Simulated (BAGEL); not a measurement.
**ZrBr4 (zirconium tetrabromide): a scaling law for HF**

ZrBr4: 5 atoms, total charge 0, spin state singlet. SMILES: `[Br][Zr]([Br])([Br])[Br]`. Geometry: relaxed at PBE0-D4/def2-TZVP.

HF (DKH2, density fitting with AutoAux), energy, BAGEL 1.2.2, on 1 thread of Intel Xeon at 2.30GHz, shared host. N is the number of basis functions, t the processor time.

| basis | N | t (s) | ln N | ln t |
| --- | --- | --- | --- | --- |
| ANO-RCC-MB | 99 | 32 | 4.595 | 3.466 |
| ANO-RCC-VDZ | 124 | 44 | 4.820 | 3.784 |
| ANO-RCC-VDZP | 151 | ? | 5.017 | ? |
| ANO-RCC-VTZP | 240 | 140 | 5.481 | 4.942 |

Problem. Fit t = C·Nᵖ to the known rows and estimate the time in ANO-RCC-VDZP.

Solution. 
1. Means of the 3 rows: ln N = 4.96533, ln t = 4.0640.
2. Σ(Δln N)² = 0.42418, Σ(Δln N·Δln t) = 0.71491, so the slope is 0.71491/0.42418 = 1.6854.
3. Intercept: 4.0640 − (1.6854) × 4.96533 = -4.3046. The largest residual of the fit is 0.035.
4. ln t = -4.3046 + 1.6854 × 5.017, so t ≈ 64 s.

The run took 67 s, so the estimate is too short by a factor of about 1.0. The fitted power is 1.7, with the electron count fixed.
